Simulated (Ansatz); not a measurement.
Input for Ansatz (a quantum-chemistry and plane-wave program): R-wB97X-V/def2-TZVPPD on CH5Cl (a complex), monomers drawn apart or pushed together. Files ending in .json are basis or fitting sets from the Basis Set Exchange.

Ansatz 0.2 input:
```yaml
crystal:
  periodic: [false, false, false]
  atoms:
    - {symbol: Cl, position_ang: [-0.41272735, -0.34685482, -0.48214466]}
    - {symbol: H, position_ang: [-0.29103565, -0.24310584, 0.79109653]}
    - {symbol: C, position_ang: [-0.06816664, -0.04961582, 3.03757654]}
    - {symbol: H, position_ang: [-0.99852628, 0.42612469, 2.72747996]}
    - {symbol: H, position_ang: [0.03298310, 0.04153390, 4.11785509]}
    - {symbol: H, position_ang: [-0.08361523, -1.10639482, 2.77106036]}
    - {symbol: H, position_ang: [0.77872615, 0.44235785, 2.55935811]}
basis:
  gaussian:
    orbitals: def2-TZVPPD.json
hamiltonian:
  xc: {name: wB97X-V}
scf: {lower_state_search: off}
```

Task: Predict the final total energy.

Result: -501.2678 hartree.
